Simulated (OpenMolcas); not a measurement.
## 2s2 2p2 along the 6-electron sequence

```yaml
Program: OpenMolcas 26.06
Method: SS-RASPT2, IPEA 0.25 Eh, imaginary shift 0.1 Eh
Basis: ANO-RCC-VQZP
Scalar_Hamiltonian: DKH2, point nucleus
Spin-orbit_coupling: state interaction with AMFI integrals over the reference wave functions, term energies averaged over their components
```

Active space for each ion: 4 electrons in 9 orbitals (RAS2 2s 2p; RAS3 3d, at most 2 electrons); closed shells correlated by CASPT2: 1s.

Computed levels in cm-1 above 3P0:

```tsv
Level	N+	O2+	F3+	Ne4+
3P1	44.2	103	215	390
3P2	131	304	628	1124
1D2	15580	20700	25740	30720
1S0	32910	43720	54200	64420
weight of 3P in the lowest level (%)	100	100	100	100
```

Measured, with the error of the calculation in %. Measured levels: N+ from NIST Handbook of Basic Atomic Spectroscopic Data; O2+ from Moore, Selected Tables of Atomic Spectra, NSRDS-NBS 3, section 11; F3+ from Moore, Atomic Energy Levels, vol. I, NSRDS-NBS 35 (1971 reprint of NBS Circular 467, 1949); Ne4+ from NIST levels in Podobedova, Fuhr, Reader and Wiese, J. Phys. Chem. Ref. Data 33, 525 (2004).

```
Level            N+           O2+           F3+          Ne4+
  3P1   48.7 (-9.2)    113 (-9.2)    225 (-4.7)    412 (-5.6)
  3P2    131 (+0.4)                  613 (+2.3)   1110 (+1.2)
  1D2  15316 (+1.7)  20273 (+2.1)  25241 (+2.0)  30292 (+1.4)
  1S0  32689 (+0.7)  43186 (+1.2)  53544 (+1.2)  63914 (+0.8)
```

The fine-structure level 3P2 changes by a factor of 8.58 from N+ to Ne4+. Its fourth root runs 3.38, 4.18, 5.01, 5.79, with steps per unit of Z of 0.79, 0.83, 0.78; equal steps would mean a (Z - σ)^4 law with constant σ.

1D2 changes by a factor of 1.97 over the same range, with steps per unit of Z of +5120, +5040, +4980 cm-1.

CASPT2 does not keep the components of a term degenerate, so their means are used; among the terms shown or strongly mixed into the levels shown the widest spread is 15 cm-1 (2s2 2p2 1D, N+). Active for correlation alone: 3d; no level in the range computed is led by a configuration that fills it, so any true level of that kind is missing. Measured partners are found by configuration, term and J. A level has none where our copy of the source lacks it or the pairing is in doubt (some pairs that miss far off the trend of their configuration count as doubtful), and it then counts in no deviation. Only configurations of the active space appear.
